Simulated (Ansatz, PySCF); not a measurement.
Process, species as SMILES: I[B]I -> I[B]I as singlet, charge +1 + e-
Geometries: B3LYP-D3(BJ)/def2-TZVP minima from Ansatz (an electronic-structure program). A spin state is the lowest found, not a proven ground state.

Property: adiabatic ionisation energy (electronic energy difference), in eV. Correlated levels leave the core frozen unless marked. Open shells are spin-unrestricted. Spin-orbit coupling is left out. The frozen core is the preceding noble-gas configuration, with the filled d and f shells of earlier blocks. In def2 rows, elements after Kr have scalar-relativistic effective core potentials. STO-3G rows are all-electron and non-relativistic. Basis-set limits of correlation are two-point, X^-3; Hartree-Fock from the larger set. [CCSD(T)-MP2]/basis is that difference in the basis named.

| level | program | adiabatic ionisation energy (eV) | minus last row |
|---|---|---|---|
| HF/def2-TZVPD | PySCF | 6.73 | -0.06 |
| TPSS-D3(BJ)/def2-TZVPD | PySCF + dftd3 | 6.77 | -0.02 |
| PBE0/def2-SVP | Ansatz | 6.94 | 0.15 |
| PBE0-D3(BJ)/def2-TZVP | Ansatz + dftd3 | 6.85 | 0.06 |
| PBE0-D3(BJ)/def2-TZVPD | Ansatz + dftd3 | 6.85 | 0.06 |
| HSE06-D3(BJ)/def2-TZVPD | Ansatz + dftd3 | 6.85 | 0.06 |
| wB97X-V/def2-TZVPD | Ansatz | 6.83 | 0.04 |
| MP2/def2-TZVPPD | Ansatz | 6.53 | -0.26 |
| SCS-MP2/STO-3G | Ansatz | 3.44 | -3.35 |
| SCS-MP2/def2-SVPD | Ansatz | 6.57 | -0.22 |
| SCS-MP2/def2-TZVPP | Ansatz | 6.50 | -0.29 |
| CCSD(T)/STO-3G | Ansatz | 3.39 | -3.40 |
| CCSD(T)/def2-TZVPP | Ansatz | 6.64 | -0.15 |
| RI-MP2/CBS(def2-TZVPP,def2-QZVPP)+[CCSD(T)-MP2]/def2-TZVPP | Ansatz | 6.79 | 0.00 |
| RI-MP2/CBS(def2-TZVPPD,def2-QZVPPD)+[CCSD(T)-MP2]/def2-TZVPPD | Ansatz | 6.79 | 0.00 |
